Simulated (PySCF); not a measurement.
Computed IR spectrum (relative IR intensity) of a molecule C4H7Cl. Geometry optimised at PBE-D3(BJ)/def2-SVP. Other conformers were not sampled. Level of theory: PBE-D3(BJ)/def2-SVP (PySCF). Frequencies are harmonic and unscaled.

Lines under 2 % of the strongest are left out, and lines within 2 cm⁻¹ are merged.

| ν (cm⁻¹) | relative intensity |
|---|---|
| 343 | 14 |
| 659 | 51 |
| 781 | 29 |
| 833 | 8.1 |
| 879 | 38 |
| 916 | 25 |
| 991 | 23 |
| 1020 | 69 |
| 1045 | 6.8 |
| 1053 | 11 |
| 1081 | 3.4 |
| 1149 | 3.4 |
| 1195 | 2.5 |
| 1228 | 92 |
| 1332 | 9.4 |
| 1362 | 2.8 |
| 1410 | 61 |
| 1434 | 30 |
| 2965 | 100 |
| 3051 | 55 |
| 3054 | 46 |
| 3059 | 22 |
| 3086 | 19 |
| 3104 | 21 |
| 3160 | 6.3 |

### Question
Identify the compound among the candidates.
A) ClC1CCC1
B) CC1(Cl)CC1
C) ClCC1CC1
D) C[C@@H]1C[C@H]1Cl

### Answer
D, C[C@@H]1C[C@H]1Cl
